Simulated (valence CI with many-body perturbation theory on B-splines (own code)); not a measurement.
Kr³¹⁺: electric-dipole lines

Level of theory: valence CI with perturbative core correlation (CI+MBPT): three valence electrons over a frozen Dirac-Fock core [He], radial functions for each j: 11 s, 11 p, 9 d, 7 f, 5 g, 2 h, 1 i, with the one-electron correlation potential Σ1 (screened to all orders), the two-electron term Σ2, the three-electron term Σ3, Breit, model QED; selected single and double excitations, second order for the rest (own B-spline code, finite nucleus).

No measured spectrum was set against this ion. As an estimate, large intervals hold to a few tenths of a per cent, small ones and those within an open d or f shell to about a per cent.

Lines 1 to 50 of 260 in falling wavelength, among levels below 177.61 Ry, chosen from the strongest by gf and those to the six lowest levels. Wavelengths and rates use the calculated energies. Electric multipoles are in the length gauge, E1 and E2 with the static RPA response of the core. Weak lines are less certain than strong ones. Lines between different terms over intervals too small for the method are left out, as are lines whose strength nearly cancels. The highest levels of a list are the least certain.

Levels are named by their leading jj configuration (3d3/2^4 stands for four electrons in 3d with j = 3/2), which in mixed levels can hold well under half, so a name can repeat and another be missing. Letters in brackets count levels of one name in rising energy.

| λ vac (nm) | Upper | Lower | A (s⁻¹) | S (a.u.) |
| --- | --- | --- | --- | --- |
| 42.57 | (2s 2p3/2 3d5/2) J=9/2 | (2s 2p3/2 3p3/2) J=7/2 | 9.53e+08 | 3.63e-01 |
| 42.50 | (2p1/2 2p3/2 3d5/2) J=7/2 | (2p1/2 2p3/2 3p3/2) J=5/2 [a] | 9.16e+08 | 2.78e-01 |
| 40.70 | (2s 2p1/2 3d5/2) J=7/2 | (2s 2p1/2 3p3/2) J=5/2 | 1.08e+09 | 2.87e-01 |
| 39.00 | (2p1/2^2 3d5/2) J=5/2 | (2p1/2^2 3p3/2) J=3/2 | 1.41e+09 | 2.47e-01 |
| 38.51 | (2s 2p3/2 3d5/2) J=7/2 [b] | (2s 2p3/2 3p3/2) J=5/2 [b] | 1.15e+09 | 2.59e-01 |
| 35.93 | (2s 2p3/2 3d5/2) J=5/2 [b] | (2s 2p3/2 3p3/2) J=3/2 [b] | 1.14e+09 | 1.57e-01 |
| 35.77 | (2s 2p1/2 3d5/2) J=5/2 [a] | (2s 2p1/2 3p3/2) J=3/2 [a] | 1.02e+09 | 1.38e-01 |
| 35.54 | (2s^2 3d5/2) J=5/2 | (2s^2 3p3/2) J=3/2 | 1.46e+09 | 1.94e-01 |
| 33.46 | (2s 2p1/2 3d5/2) J=5/2 [b] | (2s 2p1/2 3p3/2) J=3/2 [b] | 1.70e+09 | 1.89e-01 |
| 33.24 | (2s 2p3/2 3d5/2) J=5/2 [a] | (2s 2p3/2 3p3/2) J=3/2 [a] | 1.19e+09 | 1.29e-01 |
| 32.95 | (2s 2p3/2 3p1/2) J=3/2 [a] | (2s 2p3/2 3s) J=5/2 | 1.79e+09 | 1.26e-01 |
| 32.32 | (2s 2p3/2 3d5/2) J=7/2 [a] | (2s 2p3/2 3p3/2) J=5/2 [a] | 1.64e+09 | 2.19e-01 |
| 31.21 | (2s 2p3/2 3d3/2) J=7/2 | (2s 2p3/2 3p1/2) J=5/2 | 1.31e+09 | 1.57e-01 |
| 30.77 | (2s 2p3/2 3p1/2) J=5/2 | (2s 2p3/2 3s) J=5/2 | 1.98e+09 | 1.71e-01 |
| 30.13 | (2p1/2 2p3/2 3d3/2) J=5/2 | (2p1/2 2p3/2 3p1/2) J=3/2 [a] | 1.99e+09 | 1.61e-01 |
| 29.78 | (2p1/2 2p3/2 3d3/2) J=7/2 | (2p1/2 2p3/2 3p1/2) J=5/2 | 2.06e+09 | 2.15e-01 |
| 29.72 | (2p1/2 2p3/2 3p1/2) J=3/2 [b] | (2p1/2 2p3/2 3s) J=5/2 | 2.91e+09 | 1.51e-01 |
| 29.56 | (2s 2p1/2 3d3/2) J=5/2 | (2s 2p1/2 3p1/2) J=3/2 | 1.67e+09 | 1.28e-01 |
| 28.60 | (2p1/2 2p3/2 3p3/2) J=7/2 | (2p1/2 2p3/2 3s) J=5/2 | 4.65e+09 | 4.29e-01 |
| 28.58 | (2s 2p3/2 3d3/2) J=5/2 [b] | (2s 2p3/2 3p1/2) J=3/2 [b] | 1.97e+09 | 1.36e-01 |
| 28.52 | (2p1/2^2 3d3/2) J=3/2 | (2p1/2^2 3p1/2) J=1/2 | 3.00e+09 | 1.37e-01 |
| 28.24 | (2s 2p1/2 3p3/2) J=3/2 [b] | (2s 2p1/2 3s) J=1/2 [b] | 2.34e+09 | 1.04e-01 |
| 28.21 | (2p1/2 2p3/2 3p3/2) J=5/2 [a] | (2p1/2 2p3/2 3s) J=3/2 [a] | 3.76e+09 | 2.50e-01 |
| 28.15 | (2s 2p1/2 3d3/2) J=3/2 [a] | (2s 2p1/2 3p1/2) J=1/2 [a] | 2.43e+09 | 1.07e-01 |
| 27.39 | (2s 2p3/2 3p3/2) J=5/2 [b] | (2s 2p3/2 3s) J=3/2 [b] | 3.22e+09 | 1.96e-01 |
| 26.68 | (2p1/2^2 3p3/2) J=3/2 | (2p1/2^2 3s) J=1/2 | 4.26e+09 | 1.60e-01 |
| 26.58 | (2s^2 3d3/2) J=3/2 | (2s^2 3p1/2) J=1/2 | 2.77e+09 | 1.03e-01 |
| 26.05 | (2s 2p3/2 3p3/2) J=5/2 [a] | (2s 2p3/2 3s) J=3/2 [a] | 2.94e+09 | 1.54e-01 |
| 25.85 | (2s 2p3/2 3p3/2) J=7/2 | (2s 2p3/2 3s) J=5/2 | 5.19e+09 | 3.54e-01 |
| 25.64 | (2p1/2 2p3/2 3p3/2) J=5/2 [b] | (2p1/2 2p3/2 3s) J=3/2 [b] | 4.37e+09 | 2.18e-01 |
| 24.54 | (2s^2 3p3/2) J=3/2 | (2s^2 3s) J=1/2 | 5.26e+09 | 1.53e-01 |
| 24.54 | (2s 2p1/2 3p3/2) J=5/2 | (2s 2p1/2 3s) J=3/2 | 6.37e+09 | 2.79e-01 |
| 24.18 | (2s 2p3/2 3p3/2) J=3/2 [b] | (2s 2p3/2 3s) J=1/2 | 3.31e+09 | 9.23e-02 |
| 23.65 | (2s 2p1/2 3p3/2) J=3/2 [a] | (2s 2p1/2 3s) J=1/2 [a] | 5.86e+09 | 1.53e-01 |
| 22.84 | (2p1/2 2p3/2 3p3/2) J=5/2 [b] | (2p1/2 2p3/2 3s) J=5/2 | 2.93e+09 | 1.03e-01 |
| 21.55 | (2p1/2 2p3/2 3p3/2) J=1/2 [b] | (2p1/2 2p3/2 3s) J=3/2 [b] | 8.18e+09 | 8.08e-02 |
| 21.24 | (2s 2p3/2 3d5/2) J=7/2 [a] | (2s 2p3/2 3p1/2) J=5/2 | 1.88e+09 | 7.11e-02 |
| 20.56 | (2s 2p3/2 3p3/2) J=5/2 [a] | (2s 2p3/2 3s) J=5/2 | 3.77e+09 | 9.71e-02 |
| 15.11 | (2s 2p1/2 2p3/2) J=5/2 | (2s^2 2p3/2) J=3/2 | 9.28e+08 | 9.48e-03 |
| 14.33 | (2s 2p1/2^2) J=1/2 | (2s^2 2p1/2) J=1/2 | 1.24e+09 | 3.60e-03 |
| 12.09 | (2p1/2^2 2p3/2) J=3/2 | (2s 2p1/2 2p3/2) J=3/2 [b] | 2.68e+09 | 9.36e-03 |
| 11.57 | (2p1/2 2p3/2 3d5/2) J=7/2 | (2s 2p3/2 3d5/2) J=9/2 | 6.96e+09 | 4.25e-02 |
| 11.55 | (2p1/2 2p3/2 3p1/2) J=5/2 | (2s 2p3/2 3p1/2) J=5/2 | 8.42e+09 | 3.84e-02 |
| 11.07 | (2p1/2^2 3d5/2) J=5/2 | (2s 2p1/2 3d5/2) J=7/2 | 1.19e+10 | 4.78e-02 |
| 10.67 | (2s 2p1/2 2p3/2) J=3/2 [b] | (2s^2 2p3/2) J=3/2 | 7.04e+08 | 1.69e-03 |
| 10.57 | (2p1/2 2p3/2 3p3/2) J=7/2 | (2s 2p3/2 3p3/2) J=7/2 | 8.87e+09 | 4.13e-02 |
| 9.887 | (2s 2p1/2 2p3/2) J=1/2 | (2s^2 2p3/2) J=3/2 | 2.10e+09 | 2.00e-03 |
| 9.584 | (2p3/2^2 3s) J=5/2 | (2s 2p3/2 3s) J=3/2 [b] | 2.02e+10 | 5.26e-02 |
| 9.418 | (2p1/2 2p3/2^2) J=5/2 | (2s 2p3/2^2) J=5/2 | 1.77e+10 | 4.37e-02 |
| 9.070 | (2p1/2^2 2p3/2) J=3/2 | (2s 2p1/2 2p3/2) J=5/2 | 2.64e+10 | 3.89e-02 |
